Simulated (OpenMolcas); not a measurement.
An atom or ion with 24 electrons was computed by SS-RASPT2, IPEA 0.25 Eh, imaginary shift 0.1 Eh with spin-orbit coupling (OpenMolcas, ANO-RCC-VQZP, DKH2). The lowest levels that the run gave, each within 12 % of the measured value where one is at hand:

```tsv
J	Parity	E (cm-1)	g
4	even	0.0	1.501
3	even	438	1.501
2	even	744	1.501
1	even	941	1.501
0	even	1037	
2	even	19380	1.500
6	even	19590	1.167
5	even	19810	1.035
4	even	19970	0.806
1	even	20680	1.500
0	even	21220	
4	even	21320	1.240
```

Question: Which ion is it, and what are the configurations and terms?

Answer: Fe III (Z = 26, charge +2; active space 12 electrons in 8 orbitals (RAS1 3p, at most 2 holes; RAS2 3d)). J, parity and g give the terms where levels are pure, and mixed ones are named by the computed weights; the size of the splittings, set against known spectra of the 24-electron sequence, gives the charge. In order, with the measured energies in cm-1 (Corliss and Sugar, J. Phys. Chem. Ref. Data 11, 135 (1982)): 3d6 5D4, 3d6 5D3 (436), 3d6 5D2 (739), 3d6 5D1 (932), 3d6 5D0 (1027), 3d6 3P2(1) (19405), 3d6 3H6 (20051), 3d6 3H5 (20301), 3d6 3H4 (20482), 3d6 3P1(1) (20688), 3d6 3P0(1) (21208), 3d6 3F4(1) (21462).

CASPT2 breaks the degeneracy within a term, and the mean is taken; among the terms shown or strongly mixed into the levels shown the widest spread is 41 cm-1 (3d6 3H). Active for correlation alone: 3p; no level in the range computed is led by a configuration that opens it, so any true level of that kind is missing. Measured partners are found by configuration, term and J. A level has none where our copy of the source lacks it or the pairing is in doubt (some pairs that miss far off the trend of their configuration count as doubtful), and it then counts in no deviation. Levels of configurations outside the active space are missing.

A number in round brackets counts repeated terms of one configuration in the order of the reference energies.
